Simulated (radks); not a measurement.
The numbers below are computed, except where a source is named.
All-electron atom: Pb in [Hg] 6p1 7d1 (not the ground configuration).

Code: a radial shooting solver on a logarithmic mesh with Libxc functionals. Model: scalar-relativistic Kohn-Sham, PBE, spin-polarised, spherical densities, finite nucleus; open shells are filled with parallel spins first (spin-orbit coupling, left out, can overturn this in heavy ions); Fermi nuclear charge, rms radius 5.5012 fm.

Energy parts (hartree):
| part | energy |
|---|---|
| total | -20875.8685 |
| kinetic | 23577.9846 |
| electron-nucleus | -52090.2861 |
| Hartree | 8022.5971 |
| exchange-correlation | -386.1640 |

Orbitals (lengths in bohr, moments of r in powers of bohr; r(max) is where P^2 peaks):
| orbital | occ. | eigenvalue (hartree) | r(max) |
|---|---|---|---|
| 1s up | 1 | -3236.870 | 0.009847 |
| 1s down | 1 | -3236.870 | 0.009847 |
| 2s up | 1 | -579.1737 | 0.05717 |
| 2s down | 1 | -579.1736 | 0.05717 |
| 2p up | 3 | -497.0430 | 0.04761 |
| 2p down | 3 | -497.0427 | 0.04761 |
| 3s up | 1 | -139.1934 | 0.1612 |
| 3s down | 1 | -139.1932 | 0.1612 |
| 3p up | 3 | -115.6288 | 0.1613 |
| 3p down | 3 | -115.6285 | 0.1613 |
| 3d up | 5 | -91.53496 | 0.1314 |
| 3d down | 5 | -91.53475 | 0.1314 |
| 4s up | 1 | -31.67247 | 0.3623 |
| 4s down | 1 | -31.67210 | 0.3623 |
| 4p up | 3 | -23.94586 | 0.3823 |
| 4p down | 3 | -23.94546 | 0.3824 |
| 4d up | 5 | -14.98466 | 0.3884 |
| 4d down | 5 | -14.98421 | 0.3884 |
| 5s up | 1 | -5.50071 | 0.7890 |
| 5s down | 1 | -5.49965 | 0.7891 |
| 4f up | 7 | -5.09146 | 0.3498 |
| 4f down | 7 | -5.09093 | 0.3498 |
| 5p up | 3 | -3.36218 | 0.8819 |
| 5p down | 3 | -3.36107 | 0.8819 |
| 5d up | 5 | -0.98675 | 1.072 |
| 5d down | 5 | -0.98180 | 1.071 |
| 6s up | 1 | -0.64230 | 1.953 |
| 6s down | 1 | -0.61813 | 1.938 |
| 6p up | 1 | -0.30220 | 2.532 |
| 6p down | 0 | -0.27268 | 2.517 |
| 7d up | 1 | -0.02476 | 16.87 |

The highest occupied level is 7d up at -0.674 eV. The configuration is held as typed, so some empty levels lie below it. The spin density at the nucleus is -7.372 e/bohr^3 (1s -0.258, 2s 0.099, 3s 0.086, 4s 0.022, 5s 0.279, 6s -7.601).
